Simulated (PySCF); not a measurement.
Job file and geometry (Å, from GFN2-xTB) of a spin–spin coupling run on SMILES NB(F)C1CC1, C₃H₇BFN, PySCF, B3LYP/pcJ-1 indirect spin-spin coupling, non-relativistic, gas phase; density fitting, a coarse starting grid and PySCF grid level 2 are the driver's defaults:

```
$ OMP_NUM_THREADS=1 python probes_run.py task.json out

{"job": {"kind": "j", "xc": "B3LYP", "basis": "pcJ-1"}, "charge": 0, "multiplicity": 1}
N      1.955741    -0.078054     0.201567
B      1.050784     0.100055    -0.835777
F      1.571532     0.270028    -2.063273
C     -0.505169     0.111458    -0.666068
C     -1.194563    -0.774822     0.347193
C     -1.160861     0.695695     0.565121
H      1.693670    -0.212473     1.160500
H      2.949480    -0.081354     0.050363
H     -1.062120     0.260310    -1.584686
H     -2.129739    -1.232564     0.062478
H     -0.578807    -1.404413     0.971777
H     -2.072864     1.257477     0.432003
H     -0.521474     1.089146     1.341074
```

**Question.** What does the program print?

**Answer.** 
```
coarse grid: 10832 points
cycle   1  E = -297.9584342596  dE =  6.995e-01  |g| = 6.637e-01  |ddm| = 2.814e+00
cycle   2  E = -297.9035186529  dE =  5.492e-02  |g| = 9.074e-01  |ddm| = 1.019e+00
cycle   3  E = -298.0445103662  dE = -1.410e-01  |g| = 6.412e-02  |ddm| = 5.763e-01
cycle   4  E = -298.0449751500  dE = -4.648e-04  |g| = 4.099e-02  |ddm| = 6.497e-02
cycle   5  E = -298.0452733864  dE = -2.982e-04  |g| = 8.049e-03  |ddm| = 2.949e-02
cycle   6  E = -298.0452854520  dE = -1.207e-05  |g| = 2.341e-03  |ddm| = 6.741e-03
cycle   7  E = -298.0452865283  dE = -1.076e-06  |g| = 6.573e-04  |ddm| = 1.969e-03
final grid: 105032 points
cycle   8  E = -298.0882876208  dE = -1.370e-04  |g| = 7.478e-03  |ddm| = 2.256e-02
cycle   9  E = -298.0882799788  dE =  7.642e-06  |g| = 9.473e-03  |ddm| = 1.106e-02
cycle  10  E = -298.0882994908  dE = -1.951e-05  |g| = 4.858e-04  |ddm| = 6.370e-03
cycle  11  E = -298.0882994969  dE = -6.107e-09  |g| = 4.693e-04  |ddm| = 6.458e-04
cycle  12  E = -298.0882995378  dE = -4.086e-08  |g| = 4.821e-05  |ddm| = 2.919e-04
cycle  13  E = -298.0882995381  dE = -3.488e-10  |g| = 1.364e-05  |ddm| = 4.119e-05
converged SCF energy = -298.0882995381

Indirect spin-spin couplings (Hz)
  i      j    bonds     total        FC       PSO       DSO        SD
  0 N    1 B    1    -38.344   -40.561     2.654    -0.127    -0.310
  0 N    2 F    2     -9.357   -16.279     8.594     0.059    -1.730
  0 N    3 C    2     -6.091    -6.233     0.137    -0.005     0.010
  0 N    4 C    3     -0.261    -0.277    -0.029    -0.001     0.045
  0 N    5 C    3     -0.256    -0.271    -0.029    -0.001     0.045
  0 N    6 H    1    -86.098   -82.465    -2.931    -0.289    -0.413
  0 N    7 H    1    -86.143   -82.659    -2.824    -0.284    -0.376
  0 N    8 H    3     -1.860    -1.887    -0.138     0.168    -0.004
  1 B    2 F    1   -115.516   -74.648   -41.592     0.843    -0.119
  1 B    3 C    1     91.943    92.817    -1.655     0.384     0.397
  1 B    4 C    2     -0.771    -0.659    -0.118     0.033    -0.027
  1 B    5 C    2     -0.766    -0.654    -0.118     0.033    -0.027
  1 B    6 H    2      6.580     7.692    -0.263    -0.695    -0.155
  1 B    7 H    2     -1.934    -0.828    -0.190    -0.737    -0.179
  1 B    8 H    2     -4.970    -4.800    -0.201     0.008     0.023
  1 B    9 H    3      3.238     3.226     0.384    -0.353    -0.018
  1 B   10 H    3      5.362     5.432    -0.309     0.235     0.003
  1 B   11 H    3      3.240     3.227     0.384    -0.353    -0.018
  1 B   12 H    3      5.365     5.434    -0.308     0.236     0.003
  2 F    3 C    2     42.716    46.728    -4.436     0.026     0.399
  2 F    4 C    3      0.986     1.484    -0.333    -0.243     0.078
  2 F    5 C    3      0.998     1.497    -0.334    -0.243     0.079
  2 F    6 H    3     26.618    30.751    -1.341    -2.661    -0.131
  2 F    7 H    3      1.937     7.857    -4.478    -0.345    -1.097
  2 F    8 H    3      3.929     5.482    -1.416     0.138    -0.275
  2 F    9 H    4     -0.327    -0.084     0.894    -1.006    -0.130
  2 F   10 H    4     -0.428     0.186     0.291    -0.872    -0.033
  2 F   11 H    4     -0.326    -0.084     0.894    -1.007    -0.129
  2 F   12 H    4     -0.423     0.187     0.293    -0.871    -0.032
  3 C    4 C    1     10.918    11.439    -0.719     0.197         -
  3 C    5 C    1     10.935    11.457    -0.719     0.197         -
  3 C    6 H    3      0.696     0.711    -0.026     0.011         -
  3 C    7 H    3      5.458     5.552     0.389    -0.483         -
  3 C    8 H    1    154.684   152.753     0.912     1.019         -
  3 C    9 H    2     -1.937    -2.064     0.420    -0.292         -
  3 C   10 H    2     -0.322    -0.516     0.452    -0.258         -
  3 C   11 H    2     -1.938    -2.066     0.420    -0.292         -
  3 C   12 H    2     -0.321    -0.515     0.452    -0.258         -
  4 C    5 C    1     17.102    18.313    -1.385     0.174         -
  4 C    7 H    4     -0.184    -0.195     0.383    -0.373         -
  4 C    8 H    2     -2.179    -2.314     0.391    -0.257         -
  4 C    9 H    1    169.216   167.712     0.702     0.802         -
  4 C   10 H    1    165.726   164.149     0.729     0.848         -
  4 C   11 H    2     -1.837    -1.837     0.377    -0.377         -
  4 C   12 H    2     -1.447    -1.448     0.353    -0.351         -
  5 C    7 H    4     -0.185    -0.196     0.384    -0.373         -
  5 C    8 H    2     -2.187    -2.321     0.391    -0.257         -
  5 C    9 H    2     -1.830    -1.830     0.377    -0.377         -
  5 C   10 H    2     -1.449    -1.451     0.353    -0.351         -
  5 C   11 H    1    169.209   167.705     0.702     0.802         -
  5 C   12 H    1    165.688   164.110     0.730     0.847         -
  6 H    7 H    2     -3.644    -4.486     6.206    -5.364         -
  7 H    8 H    4      1.963     2.103     1.836    -1.976         -
  7 H    9 H    5     -0.258    -0.175     1.512    -1.594         -
  7 H   11 H    5     -0.257    -0.175     1.513    -1.596         -
  8 H    9 H    3     10.658    10.705     0.062    -0.108         -
  8 H   10 H    3      6.922     6.941     2.671    -2.689         -
  8 H   11 H    3     10.672    10.718     0.063    -0.109         -
  8 H   12 H    3      6.926     6.945     2.670    -2.689         -
  9 H   10 H    2     -5.105    -5.283     3.137    -2.958         -
  9 H   11 H    3      9.592     9.689     0.387    -0.483         -
  9 H   12 H    3      6.215     6.288     2.747    -2.821         -
 10 H   11 H    3      6.207     6.281     2.746    -2.820         -
 10 H   12 H    3      9.451     9.522     0.257    -0.329         -
 11 H   12 H    2     -5.111    -5.289     3.137    -2.958         -
```

Size and cost of the density-fitted run: 232 basis functions, 71 s wall time on 1 thread of an Arm Neoverse N1, shared host; peak memory 0.94 GiB.
